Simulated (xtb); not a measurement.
The xtb input:
```
$ xtb mol.xyz --gfn 2 --uhf 2 --etemp 10000 --json

# file mol.xyz
11

Si     0.05110000    -0.57980000    -0.49790000
C      1.46950000     0.59420000    -0.03350000
C     -1.51350000    -0.09470000     0.46240000
H      0.42590000    -1.96030000    -0.16160000
H     -0.20990000    -0.48830000    -1.94100000
H      1.22740000     1.62610000    -0.27310000
H      2.37890000     0.33910000    -0.56950000
H      1.69260000     0.54890000     1.02900000
H     -2.34250000    -0.75140000     0.21540000
H     -1.82230000     0.92170000     0.23390000
H     -1.35710000    -0.15550000     1.53600000
```

### Question
What is the computed partial charges in atom order (GFN2-xTB (xtb))?

### Answer
Si1 0.23, C2 -0.16, C3 -0.16, H4 -0.03, H5 -0.03, H6 0.03, H7 0.02, H8 0.03, H9 0.02, H10 0.03, H11 0.03

### Question
What is the computed dipole moment (GFN2-xTB)?

### Answer
1.49 D

### Question
Estimate the total energy (a free energy at this electronic temperature) that GFN2-xTB returns for this input.

### Answer
-9.941966 Ha
